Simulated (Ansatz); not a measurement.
The same path of CH4BClO + H2S (11 atoms, charge 0, multiplicity 1) was run 3 times with different band settings. Lost on the way: B1–Cl2, S9–H11. Made: B1–S9, Cl2–H11.

These are results of Ansatz 0.2.0, RKS PBE/6-31G*, not measurements.

Relaxed end points:

```xyz
11
Properties=species:S:1:pos:R:3
B -0.204 -0.642 -0.329
Cl -0.726 -0.543 1.409
C 1.151 -0.002 -0.778
H 1.998 -0.465 -0.240
H 1.318 -0.119 -1.861
H 1.181 1.075 -0.526
O -1.021 -1.282 -1.205
H -1.830 -1.625 -0.773
S 0.654 3.281 1.742
H 1.782 2.884 2.386
H 0.062 2.068 1.919
```

```xyz
11
Properties=species:S:1:pos:R:3
B -0.022 0.485 -0.411
Cl -0.438 0.347 3.754
C 1.413 -0.032 -0.818
H 1.384 -0.929 -1.461
H 1.987 0.744 -1.355
H 2.002 -0.290 0.081
O -1.202 -0.135 -0.711
H -1.048 -0.957 -1.217
S -0.277 2.040 0.572
H 1.038 2.354 0.707
H -0.473 1.004 2.605
```

Common settings: optimiser quadratic models (default); start path through a guess of the saddle point; force threshold 0.05 eV/Å; iteration limit 60; end points relaxed.

| run | movable images | climbing image | spring |
| --- | --- | --- | --- |
| 1 | 7 | yes | 5.0 eV/Å² |
| 2 | 7 | yes | 50.0 eV/Å² |
| 3 | 4 | no | 5.0 eV/Å² |

What does each run give, and how far can it be trusted?

Run 1: converged after 45 iterations, highest image 1.085 eV above the first end. The profile has 2 maxima (images 4, 7) with wells between them (image 6): this band takes more than one step, which may be the mechanism or a detour left from its start path. A structure lower than the last end lies on the path between it and the top, so the climb from that side starts below the end, which may itself be a saddle point or a shallow side well. A vibrational analysis at the climbing image gives one clearly imaginary mode, 580i cm⁻¹: a first-order saddle point.
Run 2: converged after 45 iterations, highest image 1.085 eV above the first end. The profile has 2 maxima (images 4, 7) with wells between them (image 5): this band takes more than one step, which may be the mechanism or a detour left from its start path. Another band between the same ends (7 images) ends at a top of the same energy, where a vibrational analysis finds 1 clearly imaginary mode.
Run 3: converged after 23 iterations, highest image 0.519 eV above the first end. No image climbed, so the highest image needn't sit at the top of the path. A band with more images between the same ends climbed to 1.09 eV, so this one has probably stepped over the top.
The orbitals stay closed-shell, which can raise the energy where a bond breaks towards radicals; this wasn't checked here.
